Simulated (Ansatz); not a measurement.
Basis-set extrapolation for C2H6AlFS (PBE0-D4/def2-TZVP geometry, frozen core, Ansatz). Multiplicity 1, RHF reference.

```csv
,def2-TZVPP,def2-QZVPP
HF,-818.286043,-818.313677
MP2 correlation,-0.856402,-0.925470
CCSD(T) correlation,-0.936112,not run
```

Energies in hartree. Use E(X) = E(∞) + A·exp(−7.88·√X) for Hartree–Fock and E(X) = E(∞) + B·X^(−2.97) for correlation, with X = 3 and 4, and add CCSD(T) minus MP2 of the smaller set to the MP2 limit.

Question: What is the CCSD(T) energy at the basis-set limit?

Answer: HF limit: -818.313677 + (-0.027634) × 0.13774 = -818.31748. MP2 limit: -0.925470 + (-0.069068) × 0.74074 = -0.97663. Higher-order term: -0.936112 − (-0.856402) = -0.07971. Total: -819.37382 hartree, 95.2 kcal/mol below CCSD(T)/def2-TZVPP.
